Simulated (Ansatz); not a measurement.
H₁₂MgN₂Si₄, SMILES `[SiH3][N]([SiH3])[Mg][N]([SiH3])[SiH3]`. Total charge 0; spin multiplicity 1. The structure was optimised at the PBE0-D4/def2-TZVP level. It is one conformer, not always the lowest.

```xyz
19

Si   -2.084   -1.872    1.740
N    -0.854   -1.624    0.579
Si   -0.052   -2.771   -0.386
Mg    0.001   -0.001    0.000
N     0.857    1.623   -0.576
Si    2.102    1.870   -1.722
Si    0.035    2.773    0.369
H    -3.307   -2.493    1.152
H    -1.643   -2.754    2.860
H    -2.476   -0.556    2.323
H     0.909   -1.902   -1.187
H    -0.892   -3.500   -1.377
H     0.782   -3.771    0.336
H     2.501    0.554   -2.299
H     1.674    2.751   -2.848
H     3.318    2.492   -1.119
H    -0.933    1.904    1.161
H    -0.793    3.763   -0.373
H     0.856    3.513    1.367
```

What is the dipole moment at PBE/def2-TZVPP? (Estimate.)

The calculation gave: 0.01 D, zero by symmetry or nearly so.

Give the Mulliken charges with PBE, r2SCAN, B3LYP in def2-TZVPP. (Estimate.)

Ansatz gave: 
```csv
atom,PBE,r2SCAN,B3LYP
Si1,0.24,0.35,0.31
N2,-0.48,-0.67,-0.58
Si3,0.27,0.39,0.35
Mg4,0.76,0.95,0.84
N5,-0.48,-0.67,-0.58
Si6,0.24,0.35,0.31
Si7,0.27,0.39,0.35
H8,-0.07,-0.09,-0.08
H9,-0.07,-0.09,-0.08
H10,-0.06,-0.09,-0.08
H11,-0.08,-0.12,-0.11
H12,-0.06,-0.08,-0.07
H13,-0.06,-0.08,-0.07
H14,-0.06,-0.09,-0.08
H15,-0.07,-0.09,-0.08
H16,-0.07,-0.09,-0.08
H17,-0.08,-0.12,-0.11
H18,-0.06,-0.08,-0.07
H19,-0.06,-0.08,-0.07
```

B3LYP here is the variant with VWN-RPA as its local correlation; programs differ in this.
